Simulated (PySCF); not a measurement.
From computed data to an observable: chemical shift, span and skew from a shielding tensor

4-fluoro-2,3-dihydrofuran (C4H5FO), SMILES C1=C(CCO1)F. Atoms are numbered in the order given.

```xyz
11

F     -0.0150    -2.1034     0.0000
C      0.0373    -0.7689     0.0000
C      1.1372    -0.0043     0.0000
O      0.8669     1.3317     0.0000
C     -0.5759     1.4828     0.0000
C     -1.2029     0.0694     0.0000
H      2.1897    -0.2867     0.0000
H     -0.8498     2.0673     0.8925
H     -0.8498     2.0673    -0.8925
H     -1.8320    -0.1226     0.8880
H     -1.8320    -0.1226    -0.8880
```
Charge 0, spin multiplicity 1.

Coordinates come from a r2SCAN-D4/def2-SVP optimisation. The geometry has at least one imaginary mode, so it is a saddle point at that level. The values are those of a single conformer.

GIAO shieldings from PBE/pcSseg-1 run with PySCF, non-relativistic, no solvent. The symmetric part of the tensor of C3 has the principal values -20.7, 66.2, 98.8 ppm. The same nucleus in TMS has σ = 182.0 ppm at this level (PySCF, at its B3LYP-D3(BJ)/def2-TZVP geometry).

**Question.** Work out the isotropic shielding, the ¹³C shift against TMS, the span and the skew.

**Answer.** 
σ(iso) = (σ11 + σ22 + σ33)/3 = 48.1 ppm. δ = σ(ref) − σ(iso) = 182.0 − (48.1) = 133.9 ppm.
Span Ω = σ33 − σ11 = 119.5 ppm. Skew κ = 3(σ(iso) − σ22)/Ω = -0.45. Tumbling in solution averages the tensor to δ; in a static solid the shielding alone would spread this spin-1/2 line over Ω.
